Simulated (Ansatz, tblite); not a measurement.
Cost and result up the ladder for ZrH₄ (5 atoms). Total charge 0; singlet. Geometry: PBE-D4/def2-TZVP.

Cartesian coordinates in Å:
```
Zr 0.000 0.000 0.000
H -0.156 0.510 1.772
H -0.971 1.162 -1.064
H -0.654 -1.719 -0.207
H 1.781 0.047 -0.501
```

Ansatz on 4 threads of Arm Neoverse V2 on a shared host; xTB runs through tblite on one thread. Times are rough, summed over both states, and most runs start from the orbitals of an earlier one. PBE0-D4/def2-TZVP serves as the yardstick here, not as an exact answer. The other state is a triplet.

In the def2 sets Zr takes a core potential; there is no spin–orbit coupling. The xTB rows come from tblite. HOMO above LUMO, or a gap near zero within one spin, warns that the state may not be the lowest or that an electron is smeared out.

xTB has no spin-polarisation term.

```tsv
level	functions	wall time
GFN2-xTB	13	0.002 s
GFN1-xTB	17	0.004 s
PBE-D4/def2-TZVP	64	0.9 s
PBE0-D4/def2-TZVP	64	2 s
r2SCAN-D4/def2-TZVP (with forces)	64	2.2 s
```

(1) Estimate what each level gives for the vertical triplet (eV).

Results:

(1) 
```
                            level  vertical triplet (eV)  difference from PBE0-D4/def2-TZVP (eV)                                  remarks
                         GFN2-xTB                   3.76                                    0.13                                        –
                         GFN1-xTB                   3.86                                    0.24                                        –
                 PBE-D4/def2-TZVP                   3.33                                   -0.29  gap within one spin near zero (triplet)
                PBE0-D4/def2-TZVP                   3.63                                    0.00                                        –
r2SCAN-D4/def2-TZVP (with forces)                   3.52                                   -0.11                                        –
```
